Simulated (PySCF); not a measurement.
Induced dipoles and field energies

Compound: C7H11OP.
Cartesian coordinates in Å at the PBE0-D3(BJ)/def2-SVP level; atoms count from 1:
```xyz
20
C7H11OP angstrom
C      3.2808    1.1561    0.1267
C      1.9832    0.9977   -0.1393
P      1.1607   -0.5242    0.3942
O      2.0947   -1.4468    1.1144
C     -0.3736   -0.0055    1.1896
C     -1.4299   -0.0895    0.3633
C     -2.8309    0.2874    0.7077
C     -1.1362   -0.5753   -1.0397
C      0.2662   -1.1847   -1.0710
H      3.8202    0.3667    0.6636
H      3.8324    2.0525   -0.1731
H      1.4004    1.7619   -0.6686
H     -0.4296    0.3551    2.2191
H     -3.2022    1.0695    0.0243
H     -2.9180    0.6550    1.7387
H     -3.5032   -0.5786    0.5855
H     -1.9097   -1.2873   -1.3737
H     -1.2101    0.2859   -1.7291
H      0.2352   -2.2720   -0.8954
H      0.8136   -1.0119   -2.0077
```

Level: CAM-B3LYP/def2-SVPD (PySCF); nuclei fixed, core orbitals frozen in the response. Permanent dipole (-3.605, 2.845, -2.532) D (1 au = 2.5417 D). Static polarisability (au):

```
x   139.55   5.66   7.85
y     5.66  90.05   1.60
z     7.85   1.60  92.48
```

Only the terms in μ and α are kept: μ(F) = μ + αF and ΔE = −μ·F − ½ F·αF.

Problem. Apply 0.003 au along ±x, ±y and ±z in turn. Tabulate induced and total dipoles and both energy terms.

Solution. 
```tsv
field along	induced x (D)	induced y (D)	induced z (D)	total size (D)	−μ·F (kJ/mol)	−½F·αF (kJ/mol)
+x	1.064	0.043	0.060	4.573	+11.171	-1.649
−x	-1.064	-0.043	-0.060	6.031	-11.171	-1.649
+y	0.043	0.687	0.012	5.613	-8.816	-1.064
−y	-0.043	-0.687	-0.012	4.944	+8.816	-1.064
+z	0.060	0.012	0.705	4.906	+7.846	-1.093
−z	-0.060	-0.012	-0.705	5.651	-7.846	-1.093
```

Problem. For the field (-0.0015, -0.0027, -0.0021) au, what is the induced dipole, and what angle does it make with the field?

Solution. αF = (-0.613, -0.648, -0.535) D, at 12.5° to the field. The polarisability along this direction, F·αF/F², is 106.93 au, against a mean of 107.36 au.

Problem. At what field along the permanent dipole would the induced dipole along it equal the permanent one, in this linear picture?

Solution. The polarisability along the dipole is 114.16 au, so F = 2.0632 au / 114.16 au = 0.0181 au = 0.93 V/Å; higher-order terms are ignored.

Problem. What field makes μF equal to kT at 200 K?

Solution. kT = 0.6334 × 10⁻³ Eh, so F = 0.000307 au = 1.58 MV/cm.

Problem. A unit point charge sits 18 Å away. Estimate the induction energy −αe²/2R⁴ with the mean polarisability, treating the molecule as a point.

Solution. R = 34.02 bohr, so the energy is −107.4/(2 × 34.02⁴) Eh = -0.105 kJ/mol. The charge–dipole term at its most favourable orientation, −μe/R², is -4.68 kJ/mol.

Isolated species at its PBE0-D3(BJ)/def2-SVP geometry (one conformer only).
